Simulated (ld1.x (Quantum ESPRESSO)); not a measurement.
# Cd: one change to a TM potential, before and after

```
Element                 : Cd
Generator               : ld1.x (Quantum ESPRESSO) 7.5
Type                    : norm-conserving Troullier–Martins (Kleinman–Bylander form)
Functional              : PBE
Relativity              : fully relativistic
Frozen core             : [Kr]
Valence charge          : 12
Reference configuration : 4d10 5s1 5p0 (charge +1)
Partial waves           : 5p (bound, empty): rc 2.00 bohr; 4d (bound): rc 1.10 bohr; 5s (bound): rc 1.70 bohr
Local potential         : the s channel
Core correction         : Bessel-smoothed model core inside 0.60 bohr
```

Open shells are filled in proportion to 2j + 1 (rel_dist='average').

All-electron outer shells of the reference configuration (PBE, scalar-relativistic, ld1.x):

```csv
shell,level (eV),outermost node (bohr),outermost maximum (bohr)
4p,-75.82,0.43,0.84
4d,-20.51,0.42,0.98
5s,-13.06,1.06,2.23
5p,-7.37,1.19,2.83
```

Change: all radii but the core radius scaled by about 0.84 (s 1.44, p 1.68, d 0.92 bohr).

Cutoffs: the cutoffs (Ry, on a coarse ladder) from which the occupation-weighted sum of valence levels, in a spherical-Bessel basis at the reference potential, stays within 10 and 1 mRy of its value at 400 Ry; they do not see the model core or the augmentation charge, which bear on the density cutoff. Errors are all-electron minus pseudo energies relative to the spin-unpolarised reference configuration.

Task: How do hardness, ghosts and transferability respond?

Result: The potential gets harder (90 Ry and 110 Ry → 160 Ry and 300 Ry); a bound ghost appears in p, s, which as a rule spoils a file; of the 7 tests that both files solve, the error grows in 4 and shrinks in 2 by more than 15 % and 0.3 meV (median size 7.7 → 14.2 meV). A smaller radius makes the pseudo-wave follow the all-electron one further in, where it bends more sharply, so more plane waves are needed.

| quantity | base | changed |
| --- | --- | --- |
| cutoff, loose | 90 Ry | 160 Ry |
| cutoff, tight | 110 Ry | 300 Ry |
| loose cutoff by channel (10 mRy a level) | d 70 Ry, s 21 Ry | d 100 Ry, s 90 Ry |
| bound ghosts | none | p3/2, p1/2, s (extra level of the local part) |
| error for 4d10 5s2 5p0, meV [ΔE -9.27 eV] | -1.1 | +14 |
| error for 4d10 5s0 5p0, meV [ΔE 17.13 eV] | -7.7 | -16 |
| error for 4d9 5s0 5p0, meV [ΔE 55.13 eV] | -235 | -245 |
| error for 4d9 5s2 5p0, meV [ΔE 8.70 eV] | -146 | -0.5 |
| error for 4d10 5s1 5p1, meV [ΔE -4.61 eV] | -0.8 | +1.2 |
| error for 4d9 5s2 5p1, meV [ΔE 3.36 eV] | -192 | -52 |
| error for 4d10 5s0 5p1, meV [ΔE 5.77 eV] | -1.0 | -9.8 |

Changed file: These tests converged, but a pseudo level misses the all-electron one widely, so the file describes the atom poorly there or has found another state: 4d9 5s0 5p0: empty 5s by 5.4 eV (a node warning on the way). A true bound ghost makes a file unfit for plane-wave use even where its test errors are small: the radial tests pick states by their node count and pass the ghost by.
